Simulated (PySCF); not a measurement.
A GIAO shielding run with PySCF 2.14 (density fitting, non-relativistic, gas phase) on `C([Si@H]([SiH2]C#C)O[SiH3])(C)C`, C$_{5}$H$_{14}$OSi$_{3}$:

```
$ OMP_NUM_THREADS=1 python probes_run.py task.json out

{"job": {"kind": "nmr", "xc": "PBE0", "basis": "pcSseg-1"}, "charge": 0, "multiplicity": 1}
C      2.816249    -3.257771     0.249678
C      2.392578    -2.190631     0.607893
Si     1.729244    -0.543616     1.137679
Si     0.543202     0.393040    -0.607575
O      0.544522     2.008331    -0.376800
Si     0.297141     3.492886     0.207701
C     -1.273756    -0.213976    -0.679974
C     -1.328132    -1.725175    -0.888168
C     -2.051700     0.177162     0.574913
H      3.189611    -4.192880    -0.057469
H      0.938245    -0.825834     2.353368
H      2.902467     0.225407     1.586452
H      1.121289     0.271536    -1.955913
H     -0.172102     3.362478     1.589054
H      1.594383     4.159966     0.137193
H     -0.711116     4.123429    -0.641649
H     -1.768849     0.260060    -1.535856
H     -0.809748    -2.007750    -1.801980
H     -0.852899    -2.245949    -0.057862
H     -2.359407    -2.069214    -0.959620
H     -2.017595     1.255227     0.725465
H     -3.096846    -0.122379     0.493957
H     -1.631532    -0.307364     1.455468
```

Hardware: 1 thread of an Arm Neoverse N1, shared host. The job also computes population analyses, field gradients.

Question: How large is the calculation?

Answer: 94 electrons, 244 basis functions and 1335 auxiliary functions.

Question: How long does it take, and how much memory does it need?

Answer: 120 s of wall time, with 15 SCF cycles and 5 response iterations; peak memory 1.1 GiB. Times on a shared host scatter by some tens of per cent.
